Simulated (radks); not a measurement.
Results of a calculation; reference values are marked as such.
Problem. Orbital eigenvalues (eV) of the platinum ion Pt2+, [Xe] 4f14 5d8, of relativity; Dirac values are averaged over j with weights 2j + 1. Spin-unpolarised spherical Kohn-Sham, PBE, point nucleus unless stated (finite: rms radius 5.427 fm), a radial shooting solver on a logarithmic mesh with Libxc functionals. A level marked "c x" has the speed of light scaled by that factor and shares open shells by 2j + 1; other Dirac levels either fill j = l - 1/2 first or share by 2j + 1.

| shell | non-rel. |
|---|---|
| 3s | -2777.9 |
| 3p | -2560.1 |
| 3d | -2153.9 |
| 4s | -596.20 |
| 4p | -502.82 |
| 4d | -331.45 |
| 4f | -102.90 |
| 5s | -100.55 |
| 5p | -71.413 |
| 5d | -26.628 |
| 6s (empty) | -19.141 |
| 6p (empty) | -13.635 |

Give the values at the level "Dirac, c x 0.85".

Solution. 
shell       Dirac, c x 0.85  change of magnitude (%)
3s                  -3495.5                   +25.83
3p                  -2825.9                   +10.38
3d                  -2126.8                    -1.26
4s                  -777.68                   +30.44
4p                  -566.62                   +12.69
4d                  -324.83                    -2.00
4f                  -86.027                   -16.40
5s                  -134.51                   +33.78
5p                  -81.074                   +13.53
5d                  -25.637                    -3.72
6s (empty)          -23.807                   +24.38
6p (empty)          -14.875                    +9.09
